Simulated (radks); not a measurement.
Yb+, 69 electrons, occupied as [Xe] 4f14 6s1.

All-electron calculation, non-relativistic Kohn-Sham, TPSS, spin-polarised, spherical densities, point nucleus; open shells are filled with parallel spins first (spin-orbit coupling, left out, can overturn this in heavy ions); meta-GGA in the generalised Kohn-Sham scheme; relativity is left out, which matters for an element this heavy. Program: a radial shooting solver on a logarithmic mesh with Libxc functionals.

Energy parts (hartree):
| part | energy |
|---|---|
| total | -13394.9389 |
| kinetic | 13391.2447 |
| electron-nucleus | -31882.9976 |
| Hartree | 5376.2538 |
| exchange-correlation | -279.4398 |

Orbitals (lengths in bohr, moments of r in powers of bohr; r(max) is where P^2 peaks):
orbital,occ.,eigenvalue (hartree),r(max),<r^4>
1s up,1,-2087.445,0.01436,9.889e-07
1s down,1,-2087.445,0.01436,9.889e-07
2s up,1,-338.6423,0.07836,0.0001634
2s down,1,-338.6421,0.07836,0.0001634
2p up,3,-323.5865,0.06092,0.0001034
2p down,3,-323.5863,0.06092,0.0001034
3s up,1,-75.88075,0.2162,0.005825
3s down,1,-75.88072,0.2162,0.005825
3p up,3,-69.01664,0.2042,0.005254
3p down,3,-69.01659,0.2042,0.005254
3d up,5,-56.27575,0.1619,0.003655
3d down,5,-56.27568,0.1619,0.003655
4s up,1,-14.65610,0.4901,0.1425
4s down,1,-14.65602,0.4901,0.1425
4p up,3,-11.86204,0.4928,0.1610
4p down,3,-11.86193,0.4928,0.1610
4d up,5,-6.83195,0.4934,0.2212
4d down,5,-6.83171,0.4934,0.2212
5s up,1,-1.93085,1.168,5.868
5s down,1,-1.92812,1.169,5.813
5p up,3,-1.20587,1.281,10.62
5p down,3,-1.20165,1.281,10.37
4f up,7,-0.50676,0.4758,1.873
4f down,7,-0.50584,0.4757,1.798
6s up,1,-0.32104,3.408,409.1
6s down,0,-0.28682,3.339,372.8

The highest occupied level is 6s up at -8.736 eV. For comparison, the ionisation energy in NIST's Atomic Spectra Database is 12.179 eV (measured). In exact Kohn-Sham theory the highest level is minus the ionisation energy, but local and semilocal functionals leave it too shallow, through self-interaction and a potential that decays too fast; potentials with the right tail come closer. The spin density at the nucleus is 8.336 e/bohr^3 (1s 0.030, 2s 0.012, 3s 0.015, 4s 0.002, 5s -0.148, 6s 8.425). The density falls to 0.001 e/bohr^3 at r = 4.46 bohr. The electron density at the nucleus is 2.451e+05 e/bohr^3.
